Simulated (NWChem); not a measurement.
Species: CH$_{4}$AlI; SMILES [CH3][AlH][I]

Program: NWChem. Medium grid unless said otherwise, to which SCAN and Minnesota functionals are sensitive. Geometry: optimised at PBE0/def2-SVP. def2 effective core potentials on I; no spin-orbit coupling. B3LYP is NWChem's, with the RPA form of VWN correlation. Total energies of different functionals are on different scales.

| level | energy (Ha) | highest occupied level (eV) | orbital gap (eV) | dipole (D) |
|---|---|---|---|---|
| B3LYP/def2-SVP | -580.7121 | -7.14 | 5.56 | 1.84 |
| PBE/def2-SVP | -580.3765 | -6.27 | 4.12 | 1.79 |
| BHandHLYP/def2-SVP | -580.5208 | [?] | [?] | 1.95 |
| M05-2X/def2-SVP | -580.5418 | -8.76 | 7.93 | 2.33 |
| LDA (Slater exchange, VWN5)/def2-SVP | -578.7308 | -6.38 | 4.02 | 1.88 |
| CAM-B3LYP/def2-SVP | -580.5707 | -8.61 | 8.17 | 1.93 |
| M06/def2-SVP | -580.6044 | -7.31 | 5.87 | 1.77 |
| RPBE/def2-SVP | -580.6297 | -6.23 | 4.17 | 1.76 |

Question: Complete the blanks.

Answer: 
- BHandHLYP/def2-SVP, highest occupied level (eV): -8.37
- BHandHLYP/def2-SVP, orbital gap (eV): 7.74
